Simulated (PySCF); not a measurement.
TPSSh on P⁻ (phosphorus, charge -1), [Ne] 3s2 3p4, high-spin 3P determinant. All numbers are calculated (PySCF 2.14, the non-relativistic Hamiltonian (point nucleus), in dyall-av3z).

```
cycle= 1 E= -341.319497249679  delta_E= -0.00835  |g|= 0.0235  |ddm|= 0.132
cycle= 2 E= -341.319668188557  delta_E= -0.000171  |g|= 0.0249  |ddm|= 0.0723
cycle= 3 E= -341.320240065997  delta_E= -0.000572  |g|= 0.00554  |ddm|= 0.0454
cycle= 4 E= -341.320283027224  delta_E= -4.3e-05  |g|= 0.00189  |ddm|= 0.0131
cycle= 5 E= -341.320290204478  delta_E= -7.18e-06  |g|= 0.000353  |ddm|= 0.00615
cycle= 6 E= -341.320290477271  delta_E= -2.73e-07  |g|= 2.8e-05  |ddm|= 0.00141
cycle= 7 E= -341.320290478764  delta_E= -1.49e-09  |g|= 2.65e-06  |ddm|= 9.46e-05
cycle= 8 E= -341.320290478772  delta_E= -8.64e-12  |g|= 5.43e-07  |ddm|= 5.86e-06
converged SCF energy = -341.320290478772  <S^2> = 2.0097905  2S+1 = 3.0065199
```

Highest occupied orbital energy: 1.438 eV; ⟨L²⟩ = 2.05; populations by l: s 6.00, p 10.00, d 0.00, f 0.00.

(1) Can this result be used?

Results:

(1) With care. The run converged. At TPSSh the highest occupied level has a positive energy, so only the finite basis holds that electron; in a semilocal or global hybrid functional this comes from self-interaction and does not mean that the real anion is unbound.
